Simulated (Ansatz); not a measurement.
Species: SnBr, charge 0, doublet. SnBr (SMILES [Br][Sn], doublet).
B3LYP-D3(BJ)/def2-TZVP minimum from Ansatz (a first-principles code):
```
Sn
Br 1 2.5465
```
Charge 0, spin multiplicity 2.

Total energies in hartree (Ansatz). UHF or UKS for unpaired electrons; spin-orbit terms are left out. Correlated methods leave the cores frozen (noble-gas shells, and filled d and f shells in the p block). Past Kr the def2 sets carry scalar-relativistic core potentials. Spin-orbit terms, left out, reach several kcal/mol for Br and I, and more for heavier atoms. The spin of BrSn ([Br][Sn], doublet) was assumed, and the state is the lowest solution found for it.

| species | HF/def2-TZVPP | CCSD(T)/def2-TZVPP | HF/def2-QZVPP | CCSD(T)/def2-QZVPP | CCSDT(Q)/def2-QZVPP |
|---|---|---|---|---|---|
| 1: SnBr (SMILES [Br][Sn], doublet) | -2785.82343 | -2786.07509 | -2785.87427 | -2786.14933 | -2786.15082 |
| 2: Sn (triplet) | -213.33992 | -213.39742 | -213.34066 | -213.40091 | -213.40140 |
| 3: Br (doublet) | -2572.39810 | -2572.55635 | -2572.44770 | -2572.62201 | -2572.62277 |

Question: Work out the atomisation energy (electronic, to ground-state atoms) in kcal/mol: take Hartree-Fock from def2-QZVPP, extrapolate the CCSD(T) correlation energy as X^-3 (X = 3, 4), and add CCSDT(Q) - CCSD(T) in def2-QZVPP. 1 hartree = 627.51 kcal/mol.

Answer: 
Species 1: correlation (64·(-0.27506) - 27·(-0.25166))/37 = -0.29214; step -0.00149; E1 = -2785.87427 + (-0.29214) + (-0.00149) = -2786.16790
Species 2: correlation (64·(-0.06025) - 27·(-0.05750))/37 = -0.06226; step -0.00049; E2 = -213.34066 + (-0.06226) + (-0.00049) = -213.40341
Species 3: correlation (64·(-0.17431) - 27·(-0.15825))/37 = -0.18603; step -0.00076; E3 = -2572.44770 + (-0.18603) + (-0.00076) = -2572.63449
-1·E1 +1·E2 +1·E3 = 0.13000 hartree = 81.6 kcal/mol.
